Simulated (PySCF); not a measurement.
# Calculated NMR data

Computational details: coordinates at the GFN2-xTB level, shieldings: GIAO PBE0/pcSseg-1, in PySCF 2.14 (fast rotation and ring inversion assumed for equivalent nuclei, isolated molecule, non-relativistic Hamiltonian, a single conformation).

Shifts are taken against calculated references (same method and geometry level): ¹H (σref 31.72) and ¹³C (σref 186.93) against TMS. Where no couplings were computed, multiplicities follow the n + 1 count of equivalent neighbours, and m marks all less simple cases (inequivalent or close neighbours, rings, F or P nearby). Shifts are as computed. Against solution values, carbons near 30 ppm lie about +3 ppm off and those near 130 ppm about +5 ppm. Of 1211 compounds with measured shifts, 218 miss one by over three times the rms of a fit or turn the order of signals round; such compounds aren't used in these exercises. OH and NH positions are gas-phase values without hydrogen bonding to other molecules.

**1.** SMILES COC(C)=C(C)C, C6H12O. ¹H NMR (600 MHz, computed): δ 3.59 (s, 3H), 1.86 (s, 3H), 1.84 (s, 3H), 1.68 (s, 3H). ¹³C{¹H} NMR (computed): δ 154.3 (C), 120.3 (C), 57.6 (CH3), 20.3 (CH3), 20.2 (CH3), 15.9 (CH3).

**2.** `CC(C)(C)/N=C/C#CCN`, C8H14N2. ¹H NMR (600 MHz, computed): δ 8.00 (s, 1H), 3.74 (s, 2H), 1.22 (s, 9H), 0.96 (br s, 2H). ¹³C{¹H} NMR (computed): δ 147.2, 104.9, 90.0, 57.0, 36.5, 32.4.
